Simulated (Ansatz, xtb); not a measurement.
**A geometry optimisation of AlH5MgOSi with r2SCAN-D4/def2-SVP**

The starting geometry of this gas-phase singlet was built from a drawn formula by distance geometry and a force field; its bonds are those of `O[SiH2][Mg][AlH2]`.

```csv
atom,x (Å),y (Å),z (Å)
Al,-1.0512,3.3733,0.4244
Mg,-2.1940,0.9673,0.1438
O,-2.4813,-2.1549,-1.3830
Si,-3.2747,-1.3203,-0.0784
H,-2.5663,-1.5794,-2.1573
H,-3.0550,-2.0888,1.1252
H,-4.7016,-1.0973,-0.3564
H,0.0123,3.6614,1.5761
H,-1.3425,4.5151,-0.7120
```

Task: Predict what becomes of its bonds when it is optimised with r2SCAN-D4/def2-SVP.

Result: It keeps its bonds, and is `O[SiH2][Mg][AlH2]`.

The energy falls by 0.25 eV over 7 steps:

| step | E − E(last) (eV) |
| --- | --- |
| 1 | 0.247 |
| 2 | 0.041 |
| 3 | 0.021 |
| 4 | 0.007 |
| 5 | 0.001 |
| 6 | 0.000 |
| 7 | 0.000 |

Final geometry (Å):

```yaml
atoms:
  - { symbol: Al, position_ang: [-0.9645, 3.4990, 0.4187] }
  - { symbol: Mg, position_ang: [-2.1939, 1.0443, 0.1705] }
  - { symbol: O, position_ang: [-2.5429, -2.2123, -1.3696] }
  - { symbol: Si, position_ang: [-3.2906, -1.3219, -0.1304] }
  - { symbol: H, position_ang: [-2.6285, -1.8233, -2.2471] }
  - { symbol: H, position_ang: [-3.0987, -2.1851, 1.0824] }
  - { symbol: H, position_ang: [-4.7884, -1.3132, -0.3370] }
  - { symbol: H, position_ang: [0.0576, 3.8740, 1.5997] }
  - { symbol: H, position_ang: [-1.2045, 4.7146, -0.6046] }
```

From the same start GFN2-xTB ends elsewhere, differing in Al1–O3 (1.70 against 6.19 Å here), O3–Si4 (2.35 against 1.70 Å here).

The end wasn't checked by frequencies. Run with Ansatz 0.2.0, 16 s on 2 threads of Arm Neoverse V2, on a shared host.
